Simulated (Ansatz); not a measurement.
```yaml
crystal:
  periodic: [false, false, false]
  atoms:
    - {symbol: Rb, position_ang: [-0.424572, -2.396260, 2.522325]}
    - {symbol: Rb, position_ang: [2.114493, 2.399310, -1.408317]}
    - {symbol: Rb, position_ang: [-1.468707, 0.013044, -0.859692]}
basis:
  gaussian: {orbitals: def2-SVP}
magnetization: {spin_polarized: true, initial_magnetization: 1}
hamiltonian: {xc: {name: SPW92}}
scf: {omitted_lower_state_checks: [starts]}
output: {forces: true}
```

```sh
$ ansatz run in.yaml --threads 4 --pin off --events-out ev --progress --plain --max-ram 3916MiB
```

It prints (some lines left out):

```
Functional definition: SPW92
810 factors; their error is unknown
mean field evaluation 1: about -1958.8757 eV, gradient 4.6e0 eV
mean field evaluation 2: about -1958.5527 eV, gradient 6.6e0 eV
mean field evaluation 4: about -1959.1844 eV, gradient 3.4e-1 eV
mean field evaluation 8: about -1959.1867 eV, gradient 1.3e-2 eV
mean field evaluation 16: about -1959.1850 eV, gradient 1.4e-5 eV
mean field -1959.18501172 eV, -71.9987211974 hartree, gradient 1.4e-5 eV, S^2 0.757687; 0 other end points of the search recorded, 0 dependent functions left out
reference -1959.18506338 eV, -71.9987230958 hartree; 14, 13 occupied and 58, 59 virtual orbitals, 810 factors
Total energy: -1959.18506338 eV, -71.9987230958 hartree
Atom 0 at    -0.424572    -2.396260     2.522325 Å, force     0.005616     0.005536    -0.002908 eV/Å
Atom 1 at     2.114493     2.399310    -1.408317 Å, force    -0.013747    -0.014544     0.008253 eV/Å
Atom 2 at    -1.468707     0.013044    -0.859692 Å, force     0.008130     0.009008    -0.005345 eV/Å
Dipole moment:     0.045174    -0.003160     0.031010 e Å
Checks for a lower state left out: starts
```

Hardware: 4 threads of Arm Neoverse V1 on a shared host. Wall time 1.1 s.

In the def2 sets Rb takes a core potential; there is no spin–orbit coupling.
